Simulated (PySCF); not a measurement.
```xyz
5
charge 0 multiplicity 1, angstrom
Mo    0.0000    0.0000    0.2216
O     0.0000    1.3526   -0.7465
O     0.0000   -1.3526   -0.7465
H     1.4843    0.0000    1.0826
H    -1.4843    0.0000    1.0826
```

Computed with PySCF, PBE0, basis Mo def2-TZVP with ECP28, O def2-TZVP, H def2-TZVP (scalar-relativistic core potentials, no spin–orbit coupling, density fitting).

This geometry of H2MoO2 is a stationary point at this level.

Problem. What is the point group?

Solution. C2v.

Problem. Is it a minimum?

Solution. Yes: all harmonic wavenumbers are real.

Problem. Which band is strongest in the infrared?

Solution. 1060 cm⁻¹ (b2), 227 km/mol.

Problem. Give the atomic charges and bond orders.

Solution. 
```csv
atom,Mulliken,Löwdin,polar tensor,Mayer order to Mo1
Mo1,1.13,0.57,1.67,–
"O2,3",-0.51,-0.24,-0.62,2.02
"H4,5",-0.06,-0.05,-0.22,0.93
```

Only a few start shapes were tried, so a lower isomer may exist.
